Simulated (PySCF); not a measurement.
TDDFT excited states: C6H7ClOSi

C₆H₇ClOSi.
SMILES: `Cl/C=C1/C(O[SiH3])=CC=C1`

Computed, not measured: TDDFT CAM-B3LYP/def2-SVPD, vertical, gas phase, core orbitals frozen in the response (PySCF). One conformer (not necessarily the lowest) at the GFN2-xTB geometry, without solvent, vibrations or thermal averaging. Torsions of this conformer, `[SiH3:1][O:2][C:3]1=[CH:4][CH:5]=[CH:6]/[C:7]1=[CH:8]\[Cl:9]`: Si1–O2–C3–C4 0°.

Problem. Predict the UV-vis stick spectrum at this level.

Solution. 

```json
{"state": "S1", "E (eV)": "3.06", "ν̃ (cm⁻¹)": "24650", "f": "0.026", "symmetry": "A′", "main configurations (H = HOMO, L = LUMO)": "H→L (99%)"}
{"state": "S2", "E (eV)": "5.04", "ν̃ (cm⁻¹)": "40670", "f": "0.473", "symmetry": "A′", "main configurations (H = HOMO, L = LUMO)": "H-1→L (95%)"}
{"state": "S3", "E (eV)": "5.53", "ν̃ (cm⁻¹)": "44560", "f": "0.0015", "symmetry": "–", "main configurations (H = HOMO, L = LUMO)": "H→L+1 (90%)"}
{"state": "S4", "E (eV)": "6.04", "ν̃ (cm⁻¹)": "48680", "f": "0.0000", "symmetry": "–", "main configurations (H = HOMO, L = LUMO)": "H-2→L (92%)"}
{"state": "S5", "E (eV)": "6.18", "ν̃ (cm⁻¹)": "49850", "f": "0.0000", "symmetry": "–", "main configurations (H = HOMO, L = LUMO)": "H-3→L (54%), H→L+2 (18%), H-6→L (8%)"}
{"state": "S6", "E (eV)": "6.18", "ν̃ (cm⁻¹)": "49890", "f": "0.0003", "symmetry": "–", "main configurations (H = HOMO, L = LUMO)": "H→L+2 (32%), H-3→L (30%), H→L+5 (11%)"}
{"state": "S7", "E (eV)": "6.48", "ν̃ (cm⁻¹)": "52290", "f": "0.0001", "symmetry": "–", "main configurations (H = HOMO, L = LUMO)": "H→L+4 (59%), H→L+6 (16%), H→L+5 (11%)"}
{"state": "S8", "E (eV)": "6.61", "ν̃ (cm⁻¹)": "53350", "f": "0.015", "symmetry": "A″", "main configurations (H = HOMO, L = LUMO)": "H→L+3 (46%), H→L+2 (29%), H→L+5 (12%)"}
```

Triplets, Tamm–Dancoff:

```csv
state,E (eV),λ (nm),"main configurations (H = HOMO, L = LUMO)"
T1,2.02,612.6,H→L (94%)
T2,2.94,421.4,H-1→L (93%)
T3,5.07,244.6,"H→L+11 (42%), H-4→L (21%), H→L+9 (12%)"
```

The lowest singlet lies at 3.06 eV (406 nm, visible) and is weak; its leading configuration is HOMO→LUMO (99%). The strongest level in the table is S2 at 5.04 eV (246 nm, f = 0.473). S5/S6 lie within about 0.01 eV of each other. Löwdin shares by element: HOMO carbon 75% or more (atoms not listed hold the other 25%); LUMO carbon 63% or more (atoms not listed hold the other 37%). Orbital energies (eV): HOMO-3 -10.74, HOMO-2 -10.52, HOMO-1 -8.55, HOMO -7.30, LUMO -1.05, LUMO+1 0.88, LUMO+2 1.19. Weighted by f, the mean energy of these states is 4.99 eV. The listed states span 3.56 eV, and the widest gap between neighbours is 1.99 eV (S1 to S2). S1 lies in the visible range (380 to 750 nm), at 406 nm, f = 0.026; light of that wavelength is violet, and its complementary colour is yellow-green; a Tamm–Dancoff triplet lies at 613 nm, without intensity as long as spin–orbit coupling is left out. Symmetry labels in Cs follow from the direction of the transition dipole and are given only for states with f of 0.002 or more. Singlets were solved by full linear response, triplets in the Tamm–Dancoff approximation.

Time: 71 s; peak memory 1.2 GiB. Hardware: one thread, Arm Neoverse V2 (aarch64), on a shared host.
